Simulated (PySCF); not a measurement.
Computed Raman spectrum (relative Raman activity) of a molecule C₄H₄F₂. Coordinates come from a PBE0-D3(BJ)/def2-SVP optimisation. One conformer was computed; it need not be the lowest. Method: PBE0-D3(BJ)/def2-SVP in PySCF. No scaling factor is applied to the harmonic values.

Lines under 2 % of the strongest are left out, and lines within 2 cm⁻¹ are merged.

ν (cm⁻¹): 477 (vw), 729 (vw), 816 (w), 915 (vw), 1040 (vw), 1217 (vw), 1249 (w), 1316 (vw), 1396 (vw), 1450 (w), 1713 (m), 1799 (vs), 3182 (m), 3202 (m), 3250 (m), 3290 (m) (against the strongest line: vs over 80 %, s over 45 %, m over 15 %, w over 4 %, vw less)

Question: Identify the compound among the candidates.
(A) F[C@@H]1C=C[C@H]1F
(B) FC1(F)C=CC1
(C) C=C/C(F)=C/F
(D) C#CCC(F)F

Answer: C, C=C/C(F)=C/F
